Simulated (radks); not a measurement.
Spherical jellium clusters: N electrons in a uniform positive sphere of charge N and radius rs N^(1/3), rs = 2.27 bohr. Calculated with a radial shooting solver with Libxc functionals: non-relativistic Kohn-Sham, PBEsol, spin-polarised, spherical densities. Levels are named by radial order and angular momentum (1s, 1p, 1d, 2s, ...), and open shells are averaged over m.

N = 32, configuration 1s2 1p6 1d10 2s2 1f(up 7, down 5). This is the lowest configuration that the search found. Occupied and some empty levels:

level,occupation,eigenvalue (eV),<r> (bohr)
1s up,1,-11.274,4.003
1s down,1,-11.200,3.943
1p up,3,-9.0867,5.027
1p down,3,-8.9482,4.988
1d up,5,-6.6267,5.748
1d down,5,-6.4505,5.728
2s up,1,-6.1198,5.003
2s down,1,-6.0056,5.028
1f up,7,-3.9253,6.386
1f down,5,-3.7323,6.387
2p up,0,-3.1701,6.102
2p down,0,-3.0619,6.122
1g up,0,-1.0887,7.162
1g down,0,-0.89943,7.204
2d up,0,-0.71788,8.613

Energy (eV): total -24.0170, kinetic 158.03, external -4513.8, Hartree 2200.5, exchange-correlation -188.60, background 2319.8.
